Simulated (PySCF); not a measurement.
SMILES B[SiH2]CC#N, singlet (GFN2-xTB optimised geometry):

```
11

B      0.878    -0.664    -3.067
Si     1.763     0.519    -1.784
C      1.105     0.122     0.000
C     -0.319     0.122     0.000
N     -1.464     0.122    -0.051
H      0.906    -1.826    -2.939
H      0.305    -0.249    -3.996
H      1.570     1.973    -1.921
H      3.222     0.348    -1.631
H      1.455    -0.861     0.317
H      1.464     0.861     0.716
```

Computed with B3LYP/def2-TZVP in PySCF.

### Question
What are the frontier orbital energies and the dipole moment?

### Answer
HOMO-2 -9.18 eV, HOMO-1 -8.97 eV, HOMO -8.45 eV, LUMO -3.19 eV, LUMO+1 0.15 eV; dipole moment 3.92 D.

Meta-Löwdin charges at B3LYP/def2-TZVP: B1 -0.16, Si2 0.55, C3 -0.44, C4 0.11, N5 -0.26, H6 0.04, H7 0.04, H8 -0.10, H9 -0.09, H10 0.15, H11 0.16.
